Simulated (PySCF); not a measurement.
**Excitation energy of Mo⁺ by level of theory**

Mo⁺ [Kr] 4d5 (6S) → Mo⁺ [Kr] 4d4 5s1 (6D), as a difference of total energies. Calculation: PySCF 2.14, in x2c-TZVPPall with one added diffuse shell each of s, p, d, f type (9s7p7d3f1g, 95 functions); the spin-free X2C one-electron Hamiltonian (Gaussian nucleus). Correlated levels: valence and next inner shell: [Ar] 3d10 frozen. The calculations carry no spin-orbit coupling.

```csv
method,excitation energy (cm⁻¹),error (cm⁻¹)
UHF,11400,-1401
MP2 (valence and next inner shell),12944,+143
SCS-MP2 (valence and next inner shell),12175,-626
CCSD (valence and next inner shell),12279,-522
CCSD(T) (valence and next inner shell),12269,-532
```

Reference: 12801 cm⁻¹ (measured; NIST levels, between the centres of gravity of the two terms).

Errors of the correlated levels include the incompleteness of this basis and the frozen core.
